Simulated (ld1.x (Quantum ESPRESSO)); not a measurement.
## Logarithmic derivatives: lanthanum (La), PAW

ld1.x (Quantum ESPRESSO) 7.5 input, shortened:

```
&input
   title='La', zed=57., rel=1, dft='REVPBE', iswitch=3,
   config='[Xe] 4f0 5d1 6s2 6p0'
 /
 &inputp
   pseudotype=3, lpaw=.true., tm=.true., lloc=-2, rcloc=3.40,
   nlcc=.true., new_core_ps=.true., rcore=0.95,
   which_augfun='BESSEL', rmatch_augfun=0.80
 /
8
5S  1  0   2.00   0.00  2.30  2.45  0.0
6S  2  0   2.00   0.00  2.30  2.45  0.0
5P  2  1   6.00   0.00  3.30  3.75  0.0
6P  3  1   0.00   0.00  3.30  3.75  0.0
5D  3  2   1.00   0.00  2.05  2.25  0.0
5D  3  2   0.00   3.85  2.05  2.25  0.0
4F  4  3   0.00   0.00  1.05  1.10  0.0
4F  4  3   0.00   1.55  1.05  1.10  0.0
 &test
   configts(1)='4f0 5s2 5p6 5d1 6s2 6p0'
 /
```

The phase is arctan(r·u′/u) with u = r·R(r), unwrapped; energies in Ry, scanned from -5 to 5 Ry. A pole is an energy at which the radial function vanishes at the test radius. The pseudo phase is shifted by a multiple of π to meet the all-electron one at the reference energy, and phase errors are pseudo minus all-electron; the curves can meet again beyond the range given. Levels narrower than the energy grid can be missing from the lists of poles.

Q: For each channel, where are the poles, and over which energies does the pseudopotential scatter like the atom?

A:

```json
{"channel": "s", "radius (bohr)": "4.06", "reference energy (Ry)": "-0.27", "poles, all-electron": "-2.85, 0.70, 4.64", "poles, pseudo": "-2.85, 0.70, 4.53", "unbroken range about the reference energy with phases within 0.05 rad": "below 2.4", "phase error 1 Ry above the reference energy (rad)": "+0.000"}
{"channel": "p", "radius (bohr)": "4.06", "reference energy (Ry)": "-0.10", "poles, all-electron": "-1.62, 1.40", "poles, pseudo": "-1.62, 1.38", "unbroken range about the reference energy with phases within 0.05 rad": "below 2.8", "phase error 1 Ry above the reference energy (rad)": "-0.002"}
{"channel": "d", "radius (bohr)": "4.06", "reference energy (Ry)": "-0.22", "poles, all-electron": "0.01, 2.73", "poles, pseudo": "0.01, 2.74", "unbroken range about the reference energy with phases within 0.05 rad": "the whole range", "phase error 1 Ry above the reference energy (rad)": "+0.004"}
{"channel": "f", "radius (bohr)": "4.06", "reference energy (Ry)": "-0.32", "poles, all-electron": "-0.30, 1.74, 4.74", "poles, pseudo": "-0.30, 1.74", "unbroken range about the reference energy with phases within 0.05 rad": "below 2.7", "phase error 1 Ry above the reference energy (rad)": "+0.015"}
```

Phases in the s channel:

```
E (Ry)  all-electron  pseudo
 -5.00         1.454   1.454
 -4.74         1.450   1.450
 -4.48         1.446   1.446
 -4.22         1.442   1.442
 -3.96         1.437   1.437
 -3.70         1.431   1.431
 -3.44         1.424   1.424
 -3.18         1.415   1.415
 -2.92         1.384   1.384
 -2.66        -1.733  -1.733
 -2.40        -1.748  -1.748
 -2.14        -1.764  -1.764
 -1.88        -1.783  -1.783
 -1.62        -1.807  -1.807
 -1.36        -1.842  -1.842
 -1.10        -1.897  -1.897
 -0.84        -1.994  -1.994
 -0.58        -2.227  -2.227
 -0.32        -3.061  -3.060
 -0.06        -4.188  -4.188
  0.20        -4.516  -4.516
  0.46        -4.644  -4.644
  0.72        -4.717  -4.717
  0.98        -4.772  -4.772
  1.24        -4.823  -4.823
  1.50        -4.881  -4.881
  1.76        -4.964  -4.965
  2.02        -5.119  -5.122
  2.28        -5.553  -5.574
  2.54        -6.783  -6.828
  2.80        -7.413  -7.430
  3.06        -7.606  -7.616
  3.32        -7.696  -7.703
  3.58        -7.748  -7.755
  3.84        -7.784  -7.790
  4.10        -7.811  -7.818
  4.36        -7.833  -7.840
  4.62        -7.853  -7.861
  4.88        -7.870  -7.881
```
